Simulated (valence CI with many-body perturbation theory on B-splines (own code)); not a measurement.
**Energy levels of Hg⁷⁴⁺**

Calculated by relativistic CI+MBPT: four valence electrons over a frozen Dirac-Fock core [He], radial functions for each j: 11 s, 11 p, 10 d, 8 f, 5 g, 2 h, with the one-electron correlation potential Σ1 (screened to all orders), the two-electron term Σ2, the three-electron term Σ3, Breit, model QED; selected single and double excitations, second order for the rest, scaled by the run's own slope (own B-spline code, finite nucleus).

The last digits are not significant, and no measured levels were compared; by estimate large intervals hold to a few tenths of a per cent, small ones and those within an open d or f shell to about a per cent. Among the levels kept, up to 1400 cm⁻¹ of a level comes from second order outside the variational space, and about a tenth of that is noise between levels of different J, which matters for small intervals.

Levels 46 to 90 of 200, with energies above the lowest level, (2s^2 2p1/2^2) J=0. "Leading %" is the weight of the configuration and term that name the level; weights of strongly mixed levels are sums over their largest components and can fall short, so below about 35 % the name and the second component can differ from the true leading terms, or belong to a minority configuration. In the jj column 3d3/2^4 stands for four electrons in 3d with j = 3/2.

| No. | Configuration | Term | J | E (eV) | Leading % | g | Leading jj |
| --- | --- | --- | --- | --- | --- | --- | --- |
| 46 | 2s 2p2 3s | 3P | 1 | 14883 | 65 | 1.534 | 2s 2p1/2 2p3/2 3s (99 %) |
| 47 | 2s 2p2 3s | 3D | 3 | 14892 | 64 | 1.408 | 2s 2p1/2 2p3/2 3s (100 %) |
| 48 | 2s 2p2 3s | 3P | 2 | 14921 | 37 | 1.196 | 2s 2p1/2 2p3/2 3s (100 %) |
| 49 | 2s 2p2 3p | 5P° | 1 | 14956 | 39 | 1.848 | 2s 2p1/2 2p3/2 3p1/2 (100 %) |
| 50 | 2s 2p2 3p | 5D° | 2 | 14967 | 45 | 1.317 | 2s 2p1/2 2p3/2 3p1/2 (100 %) |
| 51 | 2s 2p2 3s | 3P | 0 | 14984 | 100 |  | 2s 2p1/2 2p3/2 3s (100 %) |
| 52 | 2s 2p2 3s | 3D | 1 | 14985 | 46 | 0.842 | 2s 2p1/2 2p3/2 3s (100 %) |
| 53 | 2s 2p2 3s | 3P | 1 | 14992 | 74 | 1.480 | 2s 2p1/2 2p3/2 3s (99 %) |
| 54 | 2s 2p2 3s | 1D | 2 | 14995 | 39 | 1.188 | 2s 2p1/2 2p3/2 3s (99 %) |
| 55 | 2s 2p2 3p | 3D° | 3 | 14999 | 32 | 1.188 | 2s 2p1/2 2p3/2 3p1/2 (100 %) |
| 56 | 2s 2p2 3p | 3P° | 2 | 15045 | 44 | 1.444 | 2s 2p1/2 2p3/2 3p1/2 (100 %) |
| 57 | 2s 2p2 3p | 3P° | 0 | 15080 | 50 |  | 2s 2p1/2 2p3/2 3p1/2 (100 %) |
| 58 | 2s 2p2 3p | 3D° | 1 | 15081 | 59 | 0.886 | 2s 2p1/2 2p3/2 3p1/2 (100 %) |
| 59 | 2s 2p2 3p | 3F° | 2 | 15083 | 44 | 0.900 | 2s 2p1/2 2p3/2 3p1/2 (100 %) |
| 60 | 2s 2p2 3p | 1P° | 1 | 15139 | 29 | 1.118 | 2s 2p1/2 2p3/2 3p1/2 (99 %) |
| 61 | 2p3 3s | 3P° | 2 | 15318 | 48 | 1.470 | 2p1/2^2 2p3/2 3s (98 %) |
| 62 | 2p3 3s | 1P° | 1 | 15329 | 32 | 1.131 | 2p1/2^2 2p3/2 3s (98 %) |
| 63 | 2s2 2p 3p | 3D | 3 | 15334 | 99 | 1.303 | 2s^2 2p3/2 3p3/2 (99 %) |
| 64 | 2s2 2p 3p | 1P | 1 | 15334 | 54 | 1.313 | 2s^2 2p3/2 3p3/2 (98 %) |
| 65 | 2s2 2p 3p | 3P | 2 | 15368 | 65 | 1.298 | 2s^2 2p3/2 3p3/2 (99 %) |
| 66 | 2s2 2p 3p | 1S | 0 | 15399 | 66 |  | 2s^2 2p3/2 3p3/2 (99 %) |
| 67 | 2p3 3p | 3P | 1 | 15418 | 32 | 1.460 | 2p1/2^2 2p3/2 3p1/2 (98 %) |
| 68 | 2p3 3p | 3D | 2 | 15419 | 25 | 1.140 | 2p1/2^2 2p3/2 3p1/2 (98 %) |
| 69 | 2s2 2p 3d | 3D° | 2 | 15433 | 50 | 1.021 | 2s^2 2p3/2 3d3/2 (98 %) |
| 70 | 2s2 2p 3d | 3F° | 3 | 15442 | 53 | 1.051 | 2s^2 2p3/2 3d3/2 (98 %) |
| 71 | 2s2 2p 3d | 3P° | 1 | 15447 | 55 | 1.055 | 2s^2 2p3/2 3d3/2 (98 %) |
| 72 | 2s2 2p 3d | 3P° | 0 | 15453 | 98 |  | 2s^2 2p3/2 3d3/2 (98 %) |
| 73 | 2s 2p2 3p | 5D° | 3 | 15562 | 50 | 1.474 | 2s 2p1/2 2p3/2 3p3/2 (99 %) |
| 74 | 2s2 2p 3d | 3F° | 4 | 15572 | 87 | 1.232 | 2s^2 2p3/2 3d5/2 (87 %) |
| 75 | 2s 2p2 3p | 3P° | 1 | 15574 | 28 | 1.551 | 2s 2p1/2 2p3/2 3p3/2 (99 %) |
| 76 | 2s2 2p 3d | 3P° | 2 | 15585 | 26 | 1.284 | 2s^2 2p3/2 3d5/2 (58 %) |
| 77 | 2s 2p2 3p | 3D° | 2 | 15595 | 28 | 1.331 | 2s 2p1/2 2p3/2 3p3/2 (61 %) |
| 78 | 2s2 2p 3d | 3D° | 3 | 15606 | 62 | 1.208 | 2s^2 2p3/2 3d5/2 (92 %) |
| 79 | 2s 2p2 3p | 3F° | 4 | 15607 | 56 | 1.294 | 2s 2p1/2 2p3/2 3p3/2 (88 %) |
| 80 | 2s 2p2 3p | 3P° | 0 | 15608 | 79 |  | 2s 2p1/2 2p3/2 3p3/2 (100 %) |
| 81 | 2s 2p2 3p | 3P° | 2 | 15621 | 50 | 1.367 | 2s 2p1/2 2p3/2 3p3/2 (98 %) |
| 82 | 2s2 2p 3d | 1P° | 1 | 15622 | 59 | 1.077 | 2s^2 2p3/2 3d5/2 (95 %) |
| 83 | 2s 2p2 3p | 3D° | 3 | 15635 | 51 | 1.255 | 2s 2p1/2 2p3/2 3p3/2 (95 %) |
| 84 | 2s 2p2 3p | 1P° | 1 | 15637 | 41 | 1.125 | 2s 2p1/2 2p3/2 3p3/2 (96 %) |
| 85 | 2s 2p2 3d | 5F | 2 | 15653 | 44 | 1.136 | 2s 2p1/2 2p3/2 3d3/2 (100 %) |
| 86 | 2s 2p2 3d | 5D | 1 | 15657 | 47 | 1.141 | 2s 2p1/2 2p3/2 3d3/2 (100 %) |
| 87 | 2s 2p2 3d | 5D | 0 | 15660 | 82 |  | 2s 2p1/2 2p3/2 3d3/2 (100 %) |
| 88 | 2s 2p2 3d | 5F | 3 | 15664 | 47 | 1.141 | 2s 2p1/2 2p3/2 3d3/2 (99 %) |
| 89 | 2s 2p2 3p | 3D° | 2 | 15695 | 38 | 1.341 | 2s 2p1/2 2p3/2 3p3/2 (99 %) |
| 90 | 2s 2p2 3p | 3D° | 3 | 15698 | 47 | 1.161 | 2s 2p1/2 2p3/2 3p3/2 (99 %) |
